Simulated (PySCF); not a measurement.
The free ion Tc5+ in its d2 configuration.

Method (PySCF 2.14, density fitting): CASSCF(2,5) with orbitals averaged over all microstates of the shell, strongly contracted NEVPT2 on the averaged canonical orbitals; basis x2c-TZVPall; spin-free X2C; gas phase; spin-orbit coupling by state interaction with the mean-field operator over all roots.

(1) Which term lies lowest, and with what spin?

(2) Where do the spin-allowed transitions within the shell lie?

(3) Which is the lowest state of another spin?

(4) What magnetic behaviour follows?

The job took 3.7 s on one thread of AMD EPYC 7R43 64-Core Processor (shared host), with 63 basis functions, launched as `OMP_NUM_THREADS=1 python lf_run.py task.json out`.

Results:

(1) 3F (S = 1, orbital degeneracy 7), by NEVPT2.

(2) By NEVPT2: 3P at 12236 cm⁻¹ (817 nm).

(3) 1D at 10927 cm⁻¹ by NEVPT2; CASSCF alone puts it at 12600 cm⁻¹ above the same ground state.

(4) The lowest spin-orbit level is 5-fold with J = 2; the next lies at 2048.8 cm⁻¹. μeff is 1.73 μB at 300 K and 1.65 μB at 10 K; the free-ion value g_J√(J(J+1)) for the Hund's-rule level J = 2 is 1.63 μB.
